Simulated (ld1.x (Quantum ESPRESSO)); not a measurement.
## How hard is this strontium RRKJ potential?

```
Element                 : strontium (Sr)
Generator               : ld1.x (Quantum ESPRESSO) 7.5
Type                    : norm-conserving RRKJ (Kleinman–Bylander form)
Functional              : PBE
Relativity              : scalar-relativistic
Frozen core             : [Ar] 3d10
Valence charge          : 10
Reference configuration : 4s2 4p6 4d0 5s1.5 5p0.5
Partial waves           : 4p (bound): rc 2.55 bohr; 4d (bound, empty): rc 2.55 bohr; 4s (bound): rc 2.05 bohr
Local potential         : the s channel
Core correction         : none
rho0                    : 0.02
```

Occupied shells without a wave of their own: 5p, 5s. They enter only through the test configuration that unscreens the potential.

The pseudo-atom Hamiltonian at the reference potential is diagonalised in spherical Bessel functions j_l(qr) that vanish at 20 bohr, with q² up to the cutoff. All-electron valence levels (Ry): 4p -1.7261, 5p -0.1153, 4d -0.1277, 4s -3.0558, 5s -0.2844.

How do the lowest levels (Ry) of each channel move with the cutoff, and are there ghosts?

```
cutoff (Ry)     p #1     p #2     d #1    d #2     s #1     s #2    f #1    f #2  Σ f·Δε (mRy)
          8  -1.6321  -0.1062  -0.0651  0.0435  -2.9954  -0.3118  0.0766  0.1865         699.3
         10  -1.6898  -0.1125  -0.0901  0.0375  -3.0050  -0.3125  0.0766  0.1865         329.7
         12  -1.7146  -0.1166  -0.1105  0.0340  -3.0216  -0.3126  0.0766  0.1865         145.6
         18  -1.7260  -0.1209  -0.1271  0.0320  -3.0505  -0.3145  0.0766  0.1865          14.3
         21  -1.7261  -0.1215  -0.1276  0.0320  -3.0529  -0.3151  0.0766  0.1865           7.2
         25  -1.7261  -0.1218  -0.1277  0.0319  -3.0532  -0.3155  0.0766  0.1865           5.8
         30  -1.7261  -0.1218  -0.1277  0.0319  -3.0535  -0.3157  0.0766  0.1865           4.9
         35  -1.7261  -0.1219  -0.1277  0.0319  -3.0545  -0.3157  0.0766  0.1865           2.9
         45  -1.7261  -0.1219  -0.1277  0.0319  -3.0557  -0.3158  0.0766  0.1865           0.4
         50  -1.7261  -0.1219  -0.1277  0.0319  -3.0558  -0.3159  0.0766  0.1865           0.2
         55  -1.7261  -0.1219  -0.1277  0.0319  -3.0558  -0.3159  0.0766  0.1865           0.2
        400  -1.7261  -0.1219  -0.1277  0.0319  -3.0558  -0.3159  0.0766  0.1865           0.0
```

Result: no extra level below or beside the all-electron valence levels (p, d, s, f tested); 10 mRy is reached at 21 Ry and 1 mRy at 45 Ry.

The potential misses its own reference levels by up to 0.4 eV. Its largest configuration-test error is -1337 meV.
